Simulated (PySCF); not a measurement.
PySCF 2.14 output of an unrestricted BP86 calculation on a single atom or ion in cc-pVDZ-DK, with the spin-free X2C one-electron Hamiltonian (Gaussian nucleus):

```
SCF conv_tol = 1e-09
number electrons alpha = 15  beta = 14
    A. D. Becke.,  Phys. Rev. A 38, 3098 (1988)
    J. P. Perdew.,  Phys. Rev. B 33, 8822 (1986)
cycle= 1 E= -1943.04239800779  delta_E= -0.00699  |g|= 0.0636  |ddm|= 0.541
cycle= 2 E= -1943.04358269563  delta_E= -0.00118  |g|= 0.0318  |ddm|= 0.17
cycle= 3 E= -1943.04399219262  delta_E= -0.000409  |g|= 4.56e-05  |ddm|= 0.0521
cycle= 4 E= -1943.04399219368  delta_E= -1.07e-09  |g|= 2.97e-06  |ddm|= 6.17e-05
cycle= 5 E= -1943.04399219368  delta_E= -4.09e-12  |g|= 6.56e-09  |ddm|= 9.4e-06
converged SCF energy = -1943.04399219368  <S^2> = 0.75033493  2S+1 = 2.0003349
```

The run itself started from symmetry-adapted Hartree-Fock orbitals and held the occupation by maximum overlap, on a logarithmic radial grid, so the iterations belong to that start.

Problem. Which element, charge and spin multiplicity is this?

Solution. Ga²⁺ (gallium, charge +2), multiplicity 2; the state was [Ar] 3d10 4s1, 2S determinant.
